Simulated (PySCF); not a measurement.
**Mayer bond orders and bond lengths**

Species: C₆H₆F₃PS.
Numbering: `[F:1][C:2]([F:3])=[C:4]([F:5])[P@:6]1(=[S:7])[CH:8]=[CH:9][CH2:10][CH2:11]1` (hydrogens: H12 on C8; H13 on C9; H14, H15 on C10; H16, H17 on C11)

Geometry (GFN2-xTB, Å), atoms numbered from 1 in this order:
```xyz
17
C6H6F3PS angstrom
F      3.7488   -0.3463    1.0655
C      2.6620    0.1215    0.4823
F      2.5978    1.4427    0.5731
C      1.6798   -0.5589   -0.0949
F      1.7254   -1.8954   -0.1965
P      0.3145    0.3284   -0.9745
S      0.8670    1.0251   -2.6887
C     -0.4013    1.3988    0.3014
C     -1.4467    0.8158    0.8765
C     -1.7979   -0.5776    0.4519
C     -1.0775   -0.8788   -0.8667
H     -0.0379    2.3930    0.4978
H     -2.0344    1.2825    1.6528
H     -2.8787   -0.6874    0.3465
H     -1.4771   -1.2693    1.2365
H     -0.7286   -1.9091   -0.9467
H     -1.7222   -0.6731   -1.7262
```

Bond orders from the PBE0/pcSseg-1 density (PySCF). Isolated species at its GFN2-xTB geometry (one conformer only).

Question: Where do the orders between heavy atoms depart from those drawn in the SMILES?

Answer: The largest departure is 0.298, at C2–C4 (drawn double, 1.702). Drawn single, order below 0.88: C4–P6 (0.809).

Question: Give the Mayer order of every bond between heavy atoms, beside its length.

Answer: 
```
   bond  drawn as  length (Å)  Mayer order
  F1–C2    single       1.319        1.038
  C2–F3    single       1.326        1.007
  C2–C4    double       1.327        1.702
  C4–F5    single       1.341        0.935
  C4–P6    single       1.851        0.809
  P6–S7    double       1.931        1.808
  P6–C8    single       1.813        0.886
  C8–C9    double       1.328        1.837
 C9–C10    single       1.498        1.034
C10–C11    single       1.532        1.001
 C11–P6    single       1.846        0.913
```

Bonds between the same two heavy elements. C–F: lowest C4–F5 (0.935, 1.341 Å), highest F1–C2 (1.038, 1.319 Å). C–C: lowest C10–C11 (1.001, 1.532 Å), highest C8–C9 (1.837, 1.328 Å). C–P: lowest C4–P6 (0.809, 1.851 Å), highest C11–P6 (0.913, 1.846 Å); in 1 of the 3 pairs the longer bond (by over 0.003 Å) has the higher order (by 0.02 or more).

Question: And the bonds to hydrogen?

Answer: C–H: 0.93 to 0.97 (6 bonds).

Question: Sum the orders of all bonds at each heavy atom with more than one neighbour and set the sums beside the valence in the SMILES.

Answer: C2 3.747 (drawn 4), C4 3.446 (drawn 4), P6 4.416 (drawn 5), C8 3.687 (drawn 4), C9 3.838 (drawn 4), C10 3.905 (drawn 4), C11 3.777 (drawn 4). Orders between atoms that aren't bonded are not in these sums.

For a closed shell the Mayer order of atoms A and B is Σ (PS)μν (PS)νμ over the basis functions μ on A and ν on B, with P the density and S the overlap matrix.

The run behind these numbers computed NMR shieldings as well. Hardware: one thread of an x86-64 server, no GPU, on a shared host. Cost: 38 s wall.
